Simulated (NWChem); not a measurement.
C₂H₅ClOSi; SMILES C=CO[SiH2]Cl

```xyz
10

C      0.7061    -3.0404     0.0000
C     -0.1640    -2.0177     0.0000
O      0.2396    -0.7108     0.0000
Si    -0.7836     0.6266     0.0000
Cl     0.4463     2.2803     0.0000
H      1.7912    -2.8609     0.0000
H      0.3318    -4.0726     0.0000
H     -1.2579    -2.1937     0.0000
H     -1.6272     0.6401    -1.2394
H     -1.6272     0.6401     1.2394
```
Atoms are numbered in this order, from 1.

This is a stationary point of PBE-D3(BJ)/def2-SVP (NWChem), point group Cs. 

**Question.** Is it a minimum? If not, what does it relax to?

**Answer.** No. It has an imaginary frequency of 71i cm⁻¹. Following that mode (on a finer grid) lowers the energy by 2.5 kcal/mol and ends, with real frequencies alone, at point group C1:
```xyz
10

C      0.5282    -3.1557    -0.0249
C      0.2191    -1.8964     0.3214
O     -0.0550    -0.9264    -0.6071
Si    -0.8991     0.5008    -0.3416
Cl    -0.1168     1.4927     1.3104
H      0.5550    -3.4662    -1.0797
H      0.7680    -3.8894     0.7562
H      0.1988    -1.5624     1.3760
H     -0.6923     1.3155    -1.5730
H     -2.3431     0.2258    -0.0515
```
